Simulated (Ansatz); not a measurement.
Single points on Zr₃O₄⁺.

```yaml
crystal:
  periodic: [false, false, false]
  atoms:
    - {symbol: Zr, position_ang: [0.151674, 2.451606, 1.762687]}
    - {symbol: Zr, position_ang: [-0.039862, 0.088868, -0.009939]}
    - {symbol: Zr, position_ang: [-0.088987, -2.427466, -1.646347]}
    - {symbol: O, position_ang: [0.775483, 0.514249, 1.629583]}
    - {symbol: O, position_ang: [-0.658282, 1.959355, 0.091805]}
    - {symbol: O, position_ang: [-1.113515, -1.673840, -0.297780]}
    - {symbol: O, position_ang: [0.973500, -0.912772, -1.530008]}
basis:
  gaussian: {orbitals: def2-TZVP, initial_orbitals: start.molden}
total_charge: 1
magnetization: {spin_polarized: true, initial_magnetization: 1}
hamiltonian: {xc: r2scan, dispersion: d4}
scf: {omitted_lower_state_checks: [starts]}
output: {orbitals: {seedname: orbitals}}
```

The file start.molden holds the orbitals of an earlier run on this structure, at another level or in another basis.

```sh
$ ansatz run in.yaml --threads 4 --pin off --events-out ev --progress --plain --max-ram 4787MiB
```

Shortened log:

```
Functional definition: r2SCAN
  name "r2SCAN"
  cite "Furness, Kaplan, Ning, Perdew & Sun, J. Phys. Chem. Lett. 11, 8208 (2020) doi:10.1021/acs.jpclett.0c02405"
  cite "Furness, Kaplan, Ning, Perdew & Sun, J. Phys. Chem. Lett. 11, 9248 (2020) doi:10.1021/acs.jpclett.0c03077"
  parent r2scan
  parameter k0 = 0.174
  parameter k1 = 0.065
  parameter a1 = 4.9479
  exchange = r2scan_x(k0 = k0, k1 = k1, a1 = a1)
  correlation = r2scan_c
these checks for a lower state are left out or cut short: starts
1567 factors; their error is unknown
mean field evaluation 1: about -12033.9721 eV, gradient 4.4e0 eV
mean field evaluation 2: about -12034.0711 eV, gradient 1.3e-1 eV
mean field evaluation 4: about -12034.0700 eV, gradient 1.8e-2 eV
mean field evaluation 8: about -12034.0700 eV, gradient 1.8e-5 eV
mean field -12034.07000896 eV, -442.2439158436 hartree, gradient 1.2e-5 eV, S^2 1.461975; 0 other end points of the search recorded, 0 dependent functions left out
reference -12034.07005165 eV, -442.2439174123 hartree; 34, 33 occupied and 210, 211 virtual orbitals, 1567 factors
Total energy: -12034.13739483 eV, -442.2463922288 hartree
Checks for a lower state left out: starts
```

It took 46 s on 4 threads of Arm Neoverse V1 on a shared host, peak host memory 1 GiB.

The first input with `gaussian: {orbitals: def2-SVP, initial_orbitals: start.molden}`, `hamiltonian: {xc: pbe, dispersion: d4}` (abridged; 7 s):

```
Functional definition: PBE
mean field evaluation 16: about -12018.2908 eV, gradient 8.3e-6 eV
mean field -12018.29084578 eV, -441.6640422924 hartree, gradient 8.3e-6 eV, S^2 1.267960
Total energy: -12018.58343553 eV, -441.6747947673 hartree
Checks for a lower state left out: starts
```

As the first input, with `gaussian: {orbitals: STO-3G}`, `hamiltonian: {xc: hf}` (abridged; 9 s):

```
Functional definition: HF
mean field evaluation 16: about -294031.8483 eV, gradient 1.3e-1 eV
mean field -294032.43834289 eV, -10805.4928067563 hartree, gradient 1.8e-5 eV, S^2 1.613850
Total energy: -294032.43834289 eV, -10805.4928067563 hartree
Checks for a lower state left out: starts
```

As the first input, with `hamiltonian: {xc: {name: BLYP}, dispersion: d4}` (abridged; 23 s):

```
Functional definition: BLYP
mean field evaluation 16: about -12033.1037 eV, gradient 1.8e-5 eV
mean field -12033.10365078 eV, -442.2084028355 hartree, gradient 6.8e-6 eV, S^2 1.096687
Total energy: -12033.70457389 eV, -442.2304863526 hartree
Checks for a lower state left out: starts
```

Geometry: PBE0-D4/def2-SVP.

In the def2 sets Zr takes a core potential, while STO-3G treats all electrons; there is no spin–orbit coupling. At r2SCAN-D4/def2-TZVP, PBE-D4/def2-SVP, HF/STO-3G, BLYP-D4/def2-TZVP the charge 1 doublet is spin-contaminated (final ⟨S²⟩ up to 1.61, 0.75 for a pure state). At BLYP-D4/def2-TZVP the gap within one spin of the charge 1 doublet nearly closes, so an electron or hole may be smeared out by delocalisation error. No other spin state of charge 1 was run. The geometry of the doublet was relaxed on an unsound state (⟨S²⟩ 1.76, where a pure state has 0.75). Another isomer (doublet) lies 1.29 eV lower at PBE0-D4/def2-TZVP; other spin states weren't run for this one.
